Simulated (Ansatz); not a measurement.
Consider the ligand exchange at the Si–O bond: `[SiH3]OC[SiH2]S` + `[OH][Al]([OH])[Cl]` → `[OH][Al]([Cl])[O][SiH3]` + `OC[SiH2]S`.

Isolated molecules relaxed with PBE0-D4/def2-TZVP in Ansatz; ΔE leaves out vibrations. CBS: MP2 limit from def2 TZ/QZ plus the TZ coupled-cluster correction, frozen cores. This one scheme is used for every species. Functionals use def2-TZVPP. Each species was taken in one conformer, which may not be the lowest.

```json
{"level": "r2SCAN-D4", "ΔE (eV)": "-0.19"}
{"level": "BHLYP-D4", "ΔE (eV)": "-0.24"}
{"level": "PBE-QIDH", "ΔE (eV)": "-0.21"}
{"level": "r2SCANh", "ΔE (eV)": "-0.20"}
```

(1) What does CCSD(T)/CBS give? (Estimate.)

Largest T1 diagnostic among the species: 0.012.

## Answers

(1) The calculation gave: -0.20 eV. The listed levels differ from it by 0.01, -0.04, -0.01, 0.00 eV.

From BLYP to BHLYP (50 % exact exchange), in def2-TZVPP and without D4, ΔE moves by −0.07 eV. At CCSD(T), def2-SVP lies −0.06 eV from the extrapolated value and def2-TZVPP +0.00 eV.
